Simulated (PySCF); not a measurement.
**Polarisability and C₆ of In⁺ (indium, charge +1)**

[Kr] 4d10 5s2, closed-shell 1S. Calculation: PySCF 2.14, in def2-QZVPPD with the def2 core potential (28 electrons) (8s6p5d4f1g, 88 functions); scalar relativity through the core potential. Coupled (time-dependent) response in atomic units; α is the mean over directions.

```json
{"method": "UHF", "mean α (bohr³)": "29.64", "C₆ (like pair)": "210.9", "S(−4)": "394.9"}
{"method": "PBE", "mean α (bohr³)": "23.48", "C₆ (like pair)": "161.3", "S(−4)": "227.1"}
{"method": "PBE0", "mean α (bohr³)": "24.79", "C₆ (like pair)": "171.2", "S(−4)": "259.2"}
{"method": "LC-wPBE", "mean α (bohr³)": "26.09", "C₆ (like pair)": "182.2", "S(−4)": "294.6"}
{"method": "MN15", "mean α (bohr³)": "24.73", "C₆ (like pair)": "171.8", "S(−4)": "255.9"}
```

S(−4) is the Cauchy moment in α(ω) = α(0) + S(−4) ω² + …

α(iu) at PBE:

```csv
u (hartree),α(iu) (bohr³)
0,23.48
0.0500,22.93
0.100,21.45
0.200,17.28
0.300,13.46
0.500,8.668
0.750,5.803
1.00,4.314
1.50,2.783
2.00,1.985
3.00,1.164
5.00,0.5343
```

A single London oscillator, α(iu) = α/(1 + u²/ω²), gives C₆ = (3/4) ω α². Matching the computed C₆ needs ω = 4 × 161.3 / (3 × 23.48²) = 0.390 hartree.

For an ion, C₆ is the dispersion term alone; charge-induced terms of lower order in 1/R come first.

Energies and moments cover only the electrons outside the core potential.
